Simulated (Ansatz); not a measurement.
Seven cases of atomisation energy with Al to Br (electronic energies, kcal/mol); geometries: B3LYP-D3(BJ)/def2-TZVP. The cases were drawn at random from those of this class that have a high level and all functionals, leaving out states under which another spin lies or may lie. Left out are anions, K, Ca, elements past Kr, ionisation of Li, Na and Mg, pi-pi* triplets of linear molecules and other triplets made from a closed-shell parent. Runs that doubt their state, and full CI more than 15 mEh from coupled cluster, are set aside; a case stays where another high level and all functionals remain. AFQMC serves as high level only in triple zeta or larger, with a steady walk, a bar under 0.8 kcal/mol and agreement with other high levels or trials where they ran; where none ran, an unstable determinant or (outside 3d species) a high T1 diagnostic also bars it, so strongly correlated cases are thinned. No case was kept or dropped by the size of a functional's miss. High levels with a bar over 0.5 kcal/mol are left out too, and the seventh case lies inside the range of the six. Affinities count positive where energy is released, gaps as the second state minus the first. r2SCAN is by Ansatz (a first-principles code) in def2-TZVPD. High levels (Ansatz): P = CCSD(T)/CBS(cc-pV(T+d)Z,cc-pV(Q+d)Z) + [CCSDT(Q) - CCSD(T)]/cc-pV(D+d)Z + core + X2C; Q = CCSD(T)/CBS(cc-pVQZ,cc-pV5Z) + [CCSDT(Q) - CCSD(T)]/cc-pVTZ; R = CCSD(T)/CBS(cc-pVTZ,cc-pVQZ) + [CCSDT(Q) - CCSD(T)]/cc-pVDZ; S = CCSD(T)/CBS(cc-pVTZ,cc-pVQZ) + [CCSDT(Q) - CCSD(T)]/cc-pVTZ + [CCSDTQ - CCSDT(Q)]/cc-pVDZ; T = CCSD(T)/CBS(def2-TZVPP,def2-QZVPP) + [CCSDT(Q) - CCSD(T)]/def2-SVP. Open shells are spin-unrestricted; no spin-orbit coupling. Cores are frozen in correlated methods (noble-gas shells, and filled d and f shells in the p block). Rows without X2C or -DK are non-relativistic. CBS(X,Y): correlation extrapolated as X^-3, Hartree-Fock from the larger set (Q,5: extrapolated as (X+1)exp(-9√X)). A bracket is a step between two methods taken in the basis named. Functionals run without relativity, which enters their misses. '+ core + X2C': CCSD(T) terms for core correlation (cc-pwCVTZ, 1s frozen past Ne) and scalar relativity (cc-pVTZ-DK). Where a partner has so few electrons that a lower coupled-cluster level is exact, that level stands in. Spin-orbit terms, left out, reach several kcal/mol for Br and I, and more for heavier atoms. The spin of Br2Ga ([Br][Ga][Br], doublet) was assumed, and the state is the lowest solution found for it. The spin of CH4AlO ([CH3][Al][OH], doublet) was assumed, and the state is the lowest solution found for it. The spin of Cl2Ga ([Cl][Ga][Cl], doublet) was assumed, and the state is the lowest solution found for it.

```json
[
 {"case": "GaBr2 (SMILES [Ga]([Br])[Br], doublet)", "r2SCAN": "151.5", "level": "Q", "high level": "146.2"},
 {"case": "C3H5Cl (SMILES C=CCCl)", "r2SCAN": "839.4", "level": "P", "high level": "840.4"},
 {"case": "HSO3 (SMILES O=[S](=O)O, doublet)", "r2SCAN": "405.7", "level": "P", "high level": "396.8"},
 {"case": "CH3Se (SMILES C[Se], doublet)", "r2SCAN": "375.1", "level": "S", "high level": "372.7"},
 {"case": "CH4AlO (SMILES [CH3][Al][OH], doublet)", "r2SCAN": "586.4", "level": "P", "high level": "585.1"},
 {"case": "GaCl2 (SMILES [Cl][Ga][Cl], doublet)", "r2SCAN": "170.0", "level": "T", "high level": "167.1"},
 {"case": "C2HBrF2 (SMILES F/C=C(\\F)Br)", "r2SCAN": "545.9", "level": "R", "high level": "withheld"}
]
```

**Question.** Fit a straight line from r2SCAN to the high level over the first six rows by least squares, predict the seventh, and compare with the calculation.

**Answer.** Means: r2SCAN 421.35, high level 418.05. Sxx = 340387, Sxy = 343000, slope 1.0077, intercept -6.54 kcal/mol; residual standard deviation 3.1 kcal/mol. Seventh row: 1.0077·(545.9) -6.54 = 543.6 kcal/mol. The calculation gave 538.6 kcal/mol: the line differs from it by +5.0, r2SCAN itself by +7.3.
